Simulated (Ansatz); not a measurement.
The same molecule with X = Al, Ga, In. Ansatz, PBE0-D4/def2-TZVP geometries, multiplicity 1. Each molecule was computed in one conformer, which needn't be the lowest.

Elements past krypton have def2 core potentials. Scalar relativity is left out up to krypton.

```json
{"X": "Al", "molecule": "`[OH][Al-]([OH])([OH])[PH3+]`", "mean X–O bond length / Å": "1.712", "mean X–P bond length / Å": "2.544", "HOMO energy (B3LYP/def2-TZVPP) / eV": "-7.74", "zero-point energy (PBE0-D4/def2-TZVP) / kJ/mol": "177.7", "HOMO–LUMO gap (PBE0/def2-TZVPP) / eV": "8.00"}
{"X": "Ga", "molecule": "`[OH][Ga-]([OH])([OH])[PH3+]`", "mean X–O bond length / Å": "1.801", "mean X–P bond length / Å": "2.576", "HOMO energy (B3LYP/def2-TZVPP) / eV": "-7.73", "zero-point energy (PBE0-D4/def2-TZVP) / kJ/mol": "175.3", "HOMO–LUMO gap (PBE0/def2-TZVPP) / eV": "7.88"}
```

(1) Give the row for X = In, `[OH][In-]([OH])([OH])[PH3+]`. (Best estimate.)

Answers

(1) Ansatz gave: 
```json
{"X": "In", "molecule": "`[OH][In-]([OH])([OH])[PH3+]`", "mean X–O bond length / Å": "1.996", "mean X–P bond length / Å": "2.771", "HOMO energy (B3LYP/def2-TZVPP) / eV": "-7.68", "zero-point energy (PBE0-D4/def2-TZVP) / kJ/mol": "170.6", "HOMO–LUMO gap (PBE0/def2-TZVPP) / eV": "6.99"}
```

From Al to In the mean X–O bond length rises at each step, by 0.284 Å in all; the mean X–P bond length rises at each step, by 0.227 Å in all; the HOMO energy (B3LYP/def2-TZVPP) rises at each step, by 0.06 eV in all; the zero-point energy (PBE0-D4/def2-TZVP) falls at each step, by 7.1 kJ/mol in all; the HOMO–LUMO gap (PBE0/def2-TZVPP) falls at each step, by 1.01 eV in all. Bonds lengthen as the atom grows down the group.

B3LYP here is the variant with VWN-RPA as its local correlation; programs differ in this.
